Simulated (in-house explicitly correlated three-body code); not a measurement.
Computed with an exponentially correlated three-body code. Model: two electrons around a point charge, non-relativistic, variational in 260 exponentially correlated functions (energies converged to about 1e-7 hartree, or 1e-8 relative for large Z), ground state as one setting changes.

```json
{"nuclear charge": "3.5", "ground energy (hartree)": "-10.2177827", "binding of second electron (eV)": "111.37", "mean radius (bohr)": "0.48078", "mean distance of electrons (bohr)": "0.72052", "mean cosine of angle": "-0.037548"}
{"nuclear charge": "3.52", "ground energy (hartree)": "-10.3456954", "binding of second electron (eV)": "112.94", "mean radius (bohr)": "0.47771", "mean distance of electrons (bohr)": "0.71581", "mean cosine of angle": "-0.037339"}
{"nuclear charge": "3.54", "ground energy (hartree)": "-10.4744081", "binding of second electron (eV)": "114.52", "mean radius (bohr)": "0.47468", "mean distance of electrons (bohr)": "0.71117", "mean cosine of angle": "-0.037133"}
{"nuclear charge": "3.56", "ground energy (hartree)": "-10.6039206", "binding of second electron (eV)": "116.11", "mean radius (bohr)": "0.47169", "mean distance of electrons (bohr)": "0.70658", "mean cosine of angle": "-0.036929"}
{"nuclear charge": "3.58", "ground energy (hartree)": "?", "binding of second electron (eV)": "?", "mean radius (bohr)": "?", "mean distance of electrons (bohr)": "?", "mean cosine of angle": "?"}
{"nuclear charge": "3.6", "ground energy (hartree)": "-10.8653452", "binding of second electron (eV)": "119.33", "mean radius (bohr)": "0.46582", "mean distance of electrons (bohr)": "0.69758", "mean cosine of angle": "-0.036527"}
{"nuclear charge": "3.62", "ground energy (hartree)": "-10.9972573", "binding of second electron (eV)": "120.96", "mean radius (bohr)": "0.46294", "mean distance of electrons (bohr)": "0.69316", "mean cosine of angle": "-0.03633"}
{"nuclear charge": "3.64", "ground energy (hartree)": "-11.1299693", "binding of second electron (eV)": "122.59", "mean radius (bohr)": "0.4601", "mean distance of electrons (bohr)": "0.68881", "mean cosine of angle": "-0.036134"}
{"nuclear charge": "3.66", "ground energy (hartree)": "?", "binding of second electron (eV)": "?", "mean radius (bohr)": "?", "mean distance of electrons (bohr)": "?", "mean cosine of angle": "?"}
{"nuclear charge": "3.68", "ground energy (hartree)": "-11.397793", "binding of second electron (eV)": "125.9", "mean radius (bohr)": "0.45451", "mean distance of electrons (bohr)": "0.68025", "mean cosine of angle": "-0.035749"}
{"nuclear charge": "3.7", "ground energy (hartree)": "-11.5329046", "binding of second electron (eV)": "127.56", "mean radius (bohr)": "0.45177", "mean distance of electrons (bohr)": "0.67605", "mean cosine of angle": "-0.03556"}
{"nuclear charge": "3.72", "ground energy (hartree)": "-11.6688162", "binding of second electron (eV)": "129.24", "mean radius (bohr)": "0.44906", "mean distance of electrons (bohr)": "0.6719", "mean cosine of angle": "-0.035373"}
{"nuclear charge": "3.74", "ground energy (hartree)": "-11.8055276", "binding of second electron (eV)": "130.93", "mean radius (bohr)": "0.44638", "mean distance of electrons (bohr)": "0.66781", "mean cosine of angle": "-0.035187"}
{"nuclear charge": "3.76", "ground energy (hartree)": "-11.9430389", "binding of second electron (eV)": "132.63", "mean radius (bohr)": "0.44374", "mean distance of electrons (bohr)": "0.66376", "mean cosine of angle": "-0.035004"}
{"nuclear charge": "3.78", "ground energy (hartree)": "-12.0813501", "binding of second electron (eV)": "134.35", "mean radius (bohr)": "0.44112", "mean distance of electrons (bohr)": "0.65976", "mean cosine of angle": "-0.034822"}
{"nuclear charge": "3.8", "ground energy (hartree)": "-12.2204611", "binding of second electron (eV)": "136.07", "mean radius (bohr)": "0.43854", "mean distance of electrons (bohr)": "0.65581", "mean cosine of angle": "-0.034642"}
{"nuclear charge": "3.82", "ground energy (hartree)": "-12.3603721", "binding of second electron (eV)": "137.8", "mean radius (bohr)": "0.43599", "mean distance of electrons (bohr)": "0.65191", "mean cosine of angle": "-0.034464"}
{"nuclear charge": "3.84", "ground energy (hartree)": "-12.501083", "binding of second electron (eV)": "139.55", "mean radius (bohr)": "0.43346", "mean distance of electrons (bohr)": "0.64805", "mean cosine of angle": "-0.034288"}
{"nuclear charge": "3.86", "ground energy (hartree)": "-12.6425937", "binding of second electron (eV)": "141.3", "mean radius (bohr)": "0.43097", "mean distance of electrons (bohr)": "0.64424", "mean cosine of angle": "-0.034114"}
{"nuclear charge": "3.88", "ground energy (hartree)": "-12.7849044", "binding of second electron (eV)": "143.07", "mean radius (bohr)": "0.4285", "mean distance of electrons (bohr)": "0.64047", "mean cosine of angle": "-0.033941"}
{"nuclear charge": "3.9", "ground energy (hartree)": "-12.9280149", "binding of second electron (eV)": "144.85", "mean radius (bohr)": "0.42607", "mean distance of electrons (bohr)": "0.63674", "mean cosine of angle": "-0.03377"}
{"nuclear charge": "3.92", "ground energy (hartree)": "-13.0719254", "binding of second electron (eV)": "146.63", "mean radius (bohr)": "0.42366", "mean distance of electrons (bohr)": "0.63306", "mean cosine of angle": "-0.033601"}
{"nuclear charge": "3.94", "ground energy (hartree)": "-13.2166358", "binding of second electron (eV)": "148.43", "mean radius (bohr)": "0.42127", "mean distance of electrons (bohr)": "0.62943", "mean cosine of angle": "-0.033434"}
{"nuclear charge": "3.96", "ground energy (hartree)": "-13.362146", "binding of second electron (eV)": "150.24", "mean radius (bohr)": "0.41892", "mean distance of electrons (bohr)": "0.62583", "mean cosine of angle": "-0.033268"}
{"nuclear charge": "3.98", "ground energy (hartree)": "-13.5084562", "binding of second electron (eV)": "152.06", "mean radius (bohr)": "0.41659", "mean distance of electrons (bohr)": "0.62227", "mean cosine of angle": "-0.033104"}
```

What follows for nuclear charge = 3.58?

ground energy -10.734233 hartree; binding of second electron 117.72 eV; mean radius 0.46874 bohr; mean distance of electrons 0.70205 bohr; mean cosine of angle -0.036727.

What follows for nuclear charge = 3.66?

ground energy -11.2634812 hartree; binding of second electron 124.24 eV; mean radius 0.45729 bohr; mean distance of electrons 0.6845 bohr; mean cosine of angle -0.035941.
